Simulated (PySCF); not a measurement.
**Spinor energies of La⁵²⁺ (lanthanum, charge +52)**

Start: [He] 2s2 2p1; 2p1/2 filled at m_j = +1/2. Calculated with PySCF 2.14 in an even-tempered Gaussian basis (17 s from 32 bohr⁻², ratio 2.4; 12 p from 42 bohr⁻², ratio 2.4; 5 d from 130 bohr⁻², ratio 2.6; 4 f from 200 bohr⁻², ratio 2.6): generalised Hartree-Fock with the X2C-1e Hamiltonian and a Gaussian nucleus; one run each with spin-orbit coupling (SO) switched off, then screened by Boettger's factors.

```
spinor shell  electrons  ε, spin-free (eV)  ε, screened SO (eV)  weight of nominal j (screened SO)  rms radius, screened SO (bohr)
       1s1/2          2           -44212.7             -44198.5                              1.000                          0.0285
       2s1/2          2           -10567.7             -10563.3                              1.000                           0.111
       2p1/2          1           -10115.8             -10437.2                              1.000                          0.0937
```

```
   quantity    spin-free  screened SO
E (hartree)  -4537.99512  -4549.80528
        M_J          1/2          1/2
       ⟨J²⟩        1.109        0.750
       ⟨L²⟩        2.000        2.000
       ⟨S²⟩        0.750        0.750
```

Each row is a mean over spinors that exchange with the open shell spreads, by up to 15.507 eV (2s1/2).

Breit and QED terms are absent; they matter most for the inner s and p1/2 levels.

Densities and radii are taken from the X2C orbitals without a picture-change correction, which distorts them close to the nucleus.

Without spin-orbit coupling the j labels of p, d and f shells carry no meaning; the spin-free column gives the mean over the occupied spinors of each nl shell, and its ⟨J²⟩ belongs to a mixture of degenerate components.
